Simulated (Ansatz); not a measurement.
One change: `C[CH](O)[GeH3]` becomes `CC(O)Cl`.

Ansatz, PBE0-D4/def2-TZVP geometries, multiplicity 1. Each molecule was computed in one conformer, which needn't be the lowest.

Scalar relativity is left out up to krypton.

```tsv
property	`C[CH](O)[GeH3]`
HOMO energy (B3LYP/def2-TZVPP) / eV	-7.66
size of the dipole moment (B3LYP/def2-TZVPP) / D	1.96
size of the dipole moment (ωB97M-V/def2-TZVPP) / D	1.93
zero-point energy (PBE0-D4/def2-TZVP) / kJ/mol	243.6
LUMO energy (B3LYP/def2-TZVPP) / eV	0.36
HOMO–LUMO gap (B3LYP/def2-TZVPP) / eV	8.02
```

(1) What does the change do to each property? (An estimate is asked.)

Results:

(1) Computed: 
| property | `CC(O)Cl` | shift |
| --- | --- | --- |
| HOMO energy (B3LYP/def2-TZVPP) / eV | -8.14 | -0.48 |
| size of the dipole moment (B3LYP/def2-TZVPP) / D | 2.24 | 0.28 |
| size of the dipole moment (ωB97M-V/def2-TZVPP) / D | 2.24 | 0.31 |
| zero-point energy (PBE0-D4/def2-TZVP) / kJ/mol | 187.6 | -56.0 |
| LUMO energy (B3LYP/def2-TZVPP) / eV | 0.35 | -0.01 |
| HOMO–LUMO gap (B3LYP/def2-TZVPP) / eV | 8.49 | 0.47 |

The zero-point energy changes by -56.0 kJ/mol with -9 modes. Dipoles are sizes alone; their direction can turn.

Positive LUMOs are unbound, so they and the gaps depend on the basis.

B3LYP here is the variant with VWN-RPA as its local correlation; programs differ in this.
